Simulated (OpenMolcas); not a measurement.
How basis sets differ on C2H7BO (SMILES CCBO)

C2H7BO has 11 atoms, charge 0, and is taken as a singlet. SMILES: `CCBO`. Geometry: relaxed at PBE0-D4/def2-TZVP. This is one conformer, not always the lowest.

Each level gives the HOMO–LUMO gap (eV). The values are calculated.

| level | kind | program | value (eV) | CPU time |
| --- | --- | --- | --- | --- |
| HF/ANO-R0 (sfX2C) | Hartree–Fock | OpenMolcas | 15.82 | 1.9 s |
| HF/STO-3G | Hartree–Fock | OpenMolcas | 18.61 | 1.4 s |
| HF/3-21G | Hartree–Fock | OpenMolcas | 16.18 | 1.8 s |
| HF/6-31G* (Cartesian functions) | Hartree–Fock | OpenMolcas | 16.25 | 7.5 s |
| HF/def2-SVP | Hartree–Fock | OpenMolcas | 15.83 | 6.8 s |

The values span 15.82 to 18.61 eV. A Hartree–Fock LUMO above zero doesn't converge with the basis: it sinks as sets grow more diffuse. Orbital gaps aren't excitation energies. CPU times are rough (shared hosts, several kinds of processor and program).
